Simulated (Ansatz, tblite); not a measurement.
Removing an electron: PAsAsAs tetrahedron (As3P). Total charge 0; singlet. Geometry: r2SCAN-D4/def2-SVP. Ansatz, gas phase; energy differences of separate SCF runs; the oxidised species was run as a doublet alone.

Cartesian coordinates in Å:
```
P 0.3970 0.9298 -0.9702
As 1.1865 -0.3721 0.8035
As -0.5532 -1.1875 -0.6898
As -1.0303 0.6298 0.8566
```

The xTB rows come from tblite. HOMO above LUMO, or a gap near zero within one spin, warns that the state may not be the lowest or that an electron is smeared out.

```
              level  −HOMO (eV)  vertical IE (eV)  −LUMO (eV)  HOMO–LUMO gap (eV)                                     remarks
           GFN1-xTB        9.63             14.11        6.45                3.18                                           –
           GFN2-xTB        9.58             12.46        6.22                3.36                                           –
   PBE-D4/def2-TZVP        6.14              8.88        1.79                4.35  gap within one spin near zero (+1 doublet)
r2SCAN-D4/def2-TZVP        6.43              9.03        1.75                4.68                                           –
  PBE0-D4/def2-TZVP        7.10              9.00        1.09                6.01                                           –
```

  Raw xTB energy differences between charge states are shifted by several eV; the methods need an empirical correction for them.
